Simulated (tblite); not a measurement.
Species: C6H9NO (charge -1 and doublet state).
Cartesian coordinates in Å at the GFN2-xTB level; atoms count from 1:
```
atom  x, y, z in Å
C1     2.206    0.974   -0.756
C2     1.347    0.122   -0.122
C3    -0.004   -0.241   -0.638
C4    -0.446   -1.656   -0.254
O5    -0.961   -1.594    1.067
C6    -1.352   -0.252    1.357
C7    -0.927    0.601    0.198
N8    -1.298    1.869    0.103
H9     3.055    1.411   -0.251
H10    2.015    1.318   -1.761
H11    1.552   -0.180    0.897
H12   -0.081   -0.056   -1.717
H13    0.375   -2.383   -0.253
H14   -1.234   -2.017   -0.940
H15   -2.446   -0.205    1.502
H16   -0.886    0.029    2.318
H17   -0.923    2.273   -0.758
```

Level: GFN2-xTB in tblite, geometry and Hessian alike; calculated harmonic values, unscaled, isolated species. The method is semi-empirical: single wavenumbers can be off by several per cent or more. One conformer, not necessarily the lowest. Open shells enter through the occupations alone, without spin polarisation, and single modes of such species can be off by tens of per cent.

Harmonic wavenumbers (cm⁻¹): 86.9, 98.4, 108.8, 224.2, 262.2, 338.0, 374.3, 389.9, 485.0, 564.9, 579.4, 602.8, 715.7, 788.4, 850.4, 876.1, 940.4, 965.1, 977.3, 996.6, 1058.1, 1098.1, 1125.4, 1141.1, 1177.4, 1194.2, 1233.5, 1266.0, 1279.1, 1296.6, 1320.4, 1410.9, 1488.3, 1489.3, 1504.7, 1609.9, 2736.0, 2780.8, 2814.0, 2869.3, 2894.0, 3029.6, 3048.3, 3062.3, 3275.0.

A = 2967, B = 1917, C = 1378 MHz; mass 111.068 u (most abundant isotopes); point group C1, symmetry number 1; spin multiplicity 2.

Problem. What is the zero-point energy?

Solution. Half the sum of the wavenumbers: 29214 cm⁻¹ = 83.53 kcal/mol.

Problem. What is S at 273.15 K and 1 bar for an ideal gas of classical rigid rotors and harmonic oscillators?

Solution. Translation 39.62, rotation 27.85, vibration 19.18, spin (R ln 2) 1.38: S = 88.0 cal/(mol K).

Problem. And Cp and H(273.15 K) − H(0)?

Solution. Cp = 30.99 cal/(mol K), of which vibrations give 23.04 (their classical limit is 45 R = 89.4); H(273.15 K) − H(0) = 5.13 kcal/mol without the zero-point energy, 2.96 from vibrations.

Problem. What must be added to the electronic energy to get the Gibbs energy at 273.15 K and 1 bar?

Solution. ZPE + [H(273.15 K) − H(0)] − T·S = 83.53 + 5.13 − 24.04 = 64.62 kcal/mol.

Problem. Which modes carry the vibrational entropy at 273.15 K?

Solution. 86.9 cm⁻¹: 3.56; 98.4 cm⁻¹: 3.32; 108.8 cm⁻¹: 3.12; 224.2 cm⁻¹: 1.77; 262.2 cm⁻¹: 1.50; 338.0 cm⁻¹: 1.08 cal/(mol K); the other 39 give 4.84 together.

Problem. How do the functions run with temperature in this model?

Solution. 
```
 T (K)  S (cal/(mol K))  Cp (cal/(mol K))  H − H(0) (kcal/mol)  G − H(0) (kcal/mol)  ln q(vib)
   150             73.2              19.8                 2.02                -8.96       1.82
   250             85.4              28.8                 4.44               -16.91       3.74
298.15             90.8              33.4                 5.94               -21.15       4.70
   400            102.0              42.8                 9.82               -30.97       6.79
   600            122.3              57.2                19.92               -53.44      11.02
   900            148.2              70.7                39.28               -94.14      17.22
```

q(vib) and H(0) count from the zero-point level.

Hindered rotation and anharmonicity are outside this model. Other conformers, if any are populated, would add a mixing term that is left out. The structure is chiral; the term R ln 2 for an equal mix with its mirror image is left out.

Time: 0.52 s. Hardware: an Arm Neoverse V1 with one thread, shared host. The figure is for the frequency step alone.
